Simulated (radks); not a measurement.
Problem. The selenium anion Se2-, [Kr], held by a Watson sphere: a shell of charge +2 at radius R that stands for the Madelung well of a crystal (potential energy -2/R inside, -2/r outside, in hartree with lengths in bohr). All-electron calculation, scalar-relativistic Kohn-Sham, LDA (Slater exchange, VWN5 correlation), spin-polarised, spherical densities, finite nucleus; Fermi nuclear charge, rms radius of each element as measured or else 0.836 A^(1/3) + 0.57 fm. Program: a radial shooting solver on a logarithmic mesh with Libxc functionals. Response by self-consistent Sternheimer equations with the Hartree and adiabatic LDA kernel, the relativistic mass of each level held fixed and spin-orbit coupling left out. The sphere does not respond.

| R (bohr) | e(3d) (eV) | e(4s) (eV) | e(4p) (eV) | <r> 4p (bohr) | sum of <r^2> (bohr^2) | X-ray form factor at sin(theta)/lambda = 0.1 1/angstrom | alpha (bohr^3) |
|---|---|---|---|---|---|---|---|
| 2.7 | -51.090 | -17.147 | -7.116 | 2.412 | 57.62 | 32.518 | 39.42 |
| 3.74 | -49.967 | -15.086 | -5.318 | 2.643 | 67.31 | 32.176 | 69.59 |
| 4.11 | -49.606 | -14.542 | -4.774 | 2.712 | 70.52 | 32.087 | 84.40 |
| 4.62 | -49.142 | -13.907 | -4.112 | 2.796 | 74.82 | 31.988 | 109.2 |

Estimate the row for R = 4.76 bohr.

Solution. e(3d) (eV) -49.022; e(4s) (eV) -13.752; e(4p) (eV) -3.948; <r> 4p (bohr) 2.817; sum of <r^2> (bohr^2) 75.98; X-ray form factor at sin(theta)/lambda = 0.1 1/angstrom 31.965; alpha (bohr^3) 117.0.
